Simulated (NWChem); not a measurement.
System meant: ZrCl3 cation; SMILES [Cl][Zr+]([Cl])[Cl]

NWChem input:

```
start job
memory heap 200 mb stack 900 mb global 1100 mb
charge 1
geometry units angstroms noautoz
  Zr     0.000000     0.000000     0.362515
  Cl     1.959699    -0.821816    -0.405586
  Cl    -1.691563    -1.286241    -0.405586
  Cl    -0.268136     2.108057    -0.405586
end
basis spherical
  Zr library def2-svp
  Cl library def2-svp
end
ecp
  Zr library def2-ecp
end
dft
  xc b3lyp
  iterations 4
  mulliken
end
task dft energy
```

End of the output:

```
    Atom       Charge   Shell Charges
 -----------   ------   -------------------------------------------------------
    1 Zr  12    12.04   0.00  0.93  0.97  0.34  0.11  5.36  1.02  0.31  1.72  1.10  0.17
    2 Cl  17    16.65   2.00  1.96  1.04  0.72  5.82  2.24  2.86  0.02
    3 Cl  17    16.65   2.00  1.96  1.04  0.72  5.82  2.24  2.86  0.02
    4 Cl  17    16.65   2.00  1.96  1.04  0.72  5.82  2.24  2.86  0.02

 center of mass
 --------------
 x =   0.00000000 y =  -0.00000000 z =   0.03183852

 moments of inertia (a.u.)
 ------------------
         947.873868679178          -0.000000000000           0.000000000000
          -0.000000000000         947.873868679178           0.000000000000
           0.000000000000           0.000000000000        1691.745816923084

     Multipole analysis of the density
     ---------------------------------

     L   x y z        total         alpha         beta         nuclear
     -   - - -        -----         -----         ----         -------
     0   0 0 0      1.000000    -31.000000    -31.000000     63.000000

     1   1 0 0     -0.000000     -0.000000     -0.000000      0.000000
     1   0 1 0      0.000000      0.000000      0.000000      0.000000
     1   0 0 1      1.679856     12.228624     12.228624    -22.777391

     2   2 0 0    -39.394651   -225.306596   -225.306596    411.218540
     2   1 1 0     -0.000000     -0.000000     -0.000000      0.000000
     2   1 0 1     -0.000000     -0.000000     -0.000000      0.000000
     2   0 2 0    -39.394651   -225.306596   -225.306596    411.218540
     2   0 1 1      0.000000      0.000000      0.000000     -0.000000
     2   0 0 2    -35.566302    -32.133975    -32.133975     28.701649

 ------------------------------------------------------------------------
 dft energy failed                                                                                  0
 ------------------------------------------------------------------------
 ------------------------------------------------------------------------
  current input line :
    22: task dft energy
 ------------------------------------------------------------------------
 ------------------------------------------------------------------------
 This type of error is most commonly associated with calculations not reaching convergence criteria
 ------------------------------------------------------------------------
 For more information see the NWChem manual at https://nwchemgit.github.io

0:dft energy failed:Received an Error in Communication
```

Question: What is wrong, and how is it mended?

Answer: Convergence was not reached. Cause: the SCF was allowed too few iterations. This input runs:
```
start job
memory heap 200 mb stack 900 mb global 1100 mb
charge 1
geometry units angstroms noautoz
  Zr     0.000000     0.000000     0.362515
  Cl     1.959699    -0.821816    -0.405586
  Cl    -1.691563    -1.286241    -0.405586
  Cl    -0.268136     2.108057    -0.405586
end
basis spherical
  * library def2-svp
end
ecp
  Zr library def2-ecp
end
dft
  xc b3lyp
  iterations 150
  mulliken
end
task dft energy
```
It converges to -1427.19637 Ha (B3LYP/def2-SVP with def2 effective core potentials on Zr).
